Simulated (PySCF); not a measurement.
Species: C2H12Si4 (charge -1 and doublet state).
Numbering: `[CH2-:1][CH:2][SiH2:3][SiH2:4][SiH2:5][SiH3:6]` (hydrogens: H7, H8 on C1; H9 on C2; H10, H11 on Si3; H12, H13 on Si4; H14, H15 on Si5; H16, H17, H18 on Si6)

Structure used (GFN2-xTB), in Å, numbered top down from 1:
```xyz
18
C2H12Si4 angstrom
C      4.196    0.007   -0.854
C      3.544   -0.741    0.057
Si     2.007   -0.229    0.985
Si    -0.160   -0.315    0.105
Si    -2.282    0.551    0.592
Si    -4.422    0.392   -0.284
H      3.969    1.054   -0.982
H      4.985   -0.383   -1.484
H      3.815   -1.795    0.099
H      2.058   -1.018    2.246
H      2.254    1.174    1.417
H     -0.432   -1.784   -0.035
H      0.014    0.055   -1.336
H     -2.083    2.034    0.684
H     -2.508    0.229    2.039
H     -4.410    0.775   -1.715
H     -4.848   -1.027   -0.303
H     -5.705    1.029    0.132
```

The hyperfine couplings belong to this conformer and change with its torsions.

Computed, not measured: PySCF 2.14.0, UKS B3LYP, pcH-1 on C H Si, non-relativistic, mean-field spin-orbit, GIAO. Whether the extra electron is bound in the gas phase wasn't checked; a finite basis holds it in any case. Couplings are sensitive to structure, and on GFN2-xTB geometries they can be far from those on DFT ones, by a factor of two or more for some ions and for spin on atoms past the first row. No stability test was run, so a lower SCF solution isn't excluded.

(1) Match the computed a_iso(13C) values +52.2, +12.3 MHz with the sites C1; C2.

(2) Match the computed a_iso(29Si) values -408.7, -397.7, -255.3, -235.4 MHz with the sites Si3; Si4; Si5; Si6.

## Answers

(1) 
| site | a_iso (MHz) | ρ(0) (bohr⁻³) | position | distance from Si4 (Å) | spin population | largest \|T\| (MHz) |
| --- | --- | --- | --- | --- | --- | --- |
| C1 | +12.3 | +0.0109 | 2 bonds from Si3 | 4.47 | +0.16 | 24.2 |
| C2 | +52.2 | +0.0464 | 1 bond from Si3 | 3.73 | 0.00 | 12.1 |

(2) 
```tsv
site	a_iso (MHz)	ρ(0) (bohr⁻³)	position	distance from Si4 (Å)	spin population	largest |T| (MHz)
Si3	-235.4	+0.2652	a main spin site	2.34	+0.20	28.1
Si4	-408.7	+0.4602	largest spin population	0.00	+0.27	33.0
Si5	-397.7	+0.4478	a main spin site	2.34	+0.25	31.5
Si6	-255.3	+0.2875	a main spin site	4.34	+0.17	25.6
```

ρ(0) is the spin density at the nucleus and T the dipolar tensor; a_iso includes a spin–orbit part; entries for several nuclei are means. Largest spin populations (Mulliken): Si4 (+0.27), Si5 (+0.25), Si3 (+0.20) and Si6 (+0.17). Five atoms exceed +0.15. Main spin sites, with 60 % or more of the largest population: Si3, Si4, Si5, Si6; positions count bonds from the nearest.

Class means assume fast exchange of nuclei equivalent by connectivity; if that motion is slow, each nucleus keeps its own coupling. H7 and H8 aren't averaged: C1 is flat or nearly so (angle sum 360°), and its turn about the short C1–C2 bond (1.35 Å) is taken as slow. The three 1H nuclei of mean +22.9 MHz run from -8.6 to 85.9 MHz in the frozen geometry.

The SMILES `[CH2-][CH][SiH2][SiH2][SiH2][SiH3]` draws the unpaired electron on C2, whose computed spin population is only 0.00.
